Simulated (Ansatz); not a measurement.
Isolated molecules relaxed with PBE0-D4/def2-TZVP in Ansatz; ΔE leaves out vibrations. CCSD(T)/CBS is the MP2 limit (def2-TZVPP, def2-QZVPP) plus CCSD(T) − MP2 in def2-TZVPP, frozen cores. This one scheme is used for every species. Functionals use def2-TZVPP. One conformer a species, not always the lowest.

`O[SiH2][SiH](O)[SiH3]` + `[OH][AlH2]` → `O[SiH2][AlH2]` + `O[SiH](O)[SiH3]`  (redistribution)

```json
{"level": "PBE0-D4", "ΔE (kJ/mol)": "35.5"}
{"level": "PBE", "ΔE (kJ/mol)": "35.4"}
{"level": "SCS-MP2/def2-TZVPP", "ΔE (kJ/mol)": "36.4"}
{"level": "CCSD(T)/def2-TZVPP", "ΔE (kJ/mol)": "34.8"}
```

What does CCSD(T)/CBS give? (An estimate is asked.)

The calculation gave: +36.4 kJ/mol. The listed levels differ from it by -0.9, -1.0, 0.0, -1.6 kJ/mol.

Largest T1 diagnostic among the species: 0.013.

In def2-TZVPP, CCSD(T) changes the Hartree–Fock value by +12.7 kJ/mol (the triples alone add +2.2 kJ/mol) and MP2 by +17.7 kJ/mol. The D4 term adds +5.3 kJ/mol with B3LYP and +3.1 kJ/mol with PBE0; it sums over pairs of atoms, weighted by their polarisabilities, and B3LYP, whose exchange is more repulsive, gets the larger term.

B3LYP here is the variant with VWN-RPA as its local correlation; programs differ in this.
